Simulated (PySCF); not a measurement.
**How the method changes the constants of LiCd**

State: ²Σ⁺ (doublet), unpaired electrons σ ↑. Set-up: PySCF, scalar-relativistic core potentials, basis sets Li def2-SVPD, Cd def2-SVPD with ECP28. De refers to Li + Cd in their ground configurations, without counterpoise correction. The functionals are run spin-unrestricted. A positive dipole means Li(−)Cd(+). Levels whose curve was spin-contaminated or gave no clean fit are not listed.

| Level | Re (Å) | ωe (cm⁻¹) | De (eV) | μ (D) |
| --- | --- | --- | --- | --- |
| UHF-CCSD | 3.294 | 91.8 | 0.056 | n/a |
| UHF-CCSD(T) | 3.266 | 97.4 | 0.064 | n/a |
| PBE | 3.027 | 162 | 0.211 | -0.18 |
| BP86 | 3.025 | 162 | 0.204 | -0.42 |
| TPSS | 3.016 | 167 | 0.225 | -0.16 |
| r²SCAN | 3.008 | 172 | 0.260 | -0.86 |
| PBE0 | 3.065 | 154 | 0.179 | -0.27 |
| B97-3 | 3.160 | 136 | 0.081 | -0.12 |

The bond length runs from 3.008 Å (r²SCAN) to 3.294 Å (UHF-CCSD). De spans 0.06 eV (UHF-CCSD, coupled cluster) to 0.26 eV (r²SCAN, meta-GGA).

Correlated steps freeze no core orbitals. The bond is weak. Basis-set superposition, not corrected here, can be much of De in a small basis, most of all at correlated wavefunction levels. Functionals without a dispersion term scatter widely for such bonds, and LDA overbinds them. Spin–orbit coupling is left out. Counting both spins, an empty level lies below a filled one in some of these solutions, because spin and occupation are held. The state is the lowest determinant that a PBE0 search found; another state may lie lower at other levels.
